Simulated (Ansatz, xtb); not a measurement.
## C4H10AlCl: 7 structures ranked

7 gas-phase structures of C4H10AlCl, found in a search over its isomers (lower ones may exist). Each was relaxed with GFN2-xTB; where two conformers were screened, the lower at r2SCAN-D4/def2-SVP is listed:

A. `CC(C)[CH2][AlH][Cl]`, a singlet
B. `CCC[CH2][AlH][Cl]`, a singlet
C. `C[C](C)(C)[AlH][Cl]`, a singlet
D. `CC[C@H](C)[AlH][Cl]`, a singlet
E. `CC[CH2][Al]([CH3])[Cl]`, a singlet
F. `C[CH](C)[Al]([CH3])[Cl]`, a singlet
G. `C[CH2][Al]([Cl])[CH2]C`, a singlet

Task: Make a reasoned guess at their ranking by r2SCAN-D4/def2-SVP single-point energy.

Result: Calculated order at r2SCAN-D4/def2-SVP: E (0.000), F (0.141), G (0.232), A (0.446), B (0.504), D (0.623), C (0.652) eV. Less than 1 kcal/mol parts D and C, so the order within that pair means little.

Energies above the lowest of each column, in eV; the last columns are at B3LYP/6-31G* geometries and were run for some of them only (a dash: not run or not comparable):

| structure | GFN2-xTB | HF/STO-3G | r2SCAN-D4/def2-SVP | B3LYP/6-31G* | CCSD(T)/def2-SVP + ΔMP2/def2-TZVPP |
| --- | --- | --- | --- | --- | --- |
| E | 0.600 | 0.000 | 0.000 | 0.000 | 0.000 |
| F | 0.777 | 0.094 | 0.141 | 0.112 | 0.115 |
| G | 0.874 | 0.131 | 0.232 | 0.184 | – |
| A | 0.000 | 0.624 | 0.446 | – | – |
| B | 0.068 | 0.680 | 0.504 | – | – |
| D | 0.199 | 0.769 | 0.623 | – | – |
| C | 0.260 | 0.822 | 0.652 | – | – |

CCSD(T)/def2-SVP + ΔMP2/def2-TZVPP puts E lowest of those it was run on; GFN2-xTB picks A. Flexible structures stand in one conformer each, not always the lowest. Frequencies (B3LYP/6-31G*) were run for E, F alone. ΔMP2 is the change of the MP2 energy from the smaller to the larger basis.

Over these structures GFN2-xTB departs from r2SCAN-D4/def2-SVP by 0.514 eV on average once a common shift is removed. A GFN2-xTB relaxation took about 0.23 s and the r2SCAN-D4/def2-SVP energy about 2 s on a shared host (Ansatz 0.2.0, xtb 6.7.1 (Pople sets with spherical d functions)).
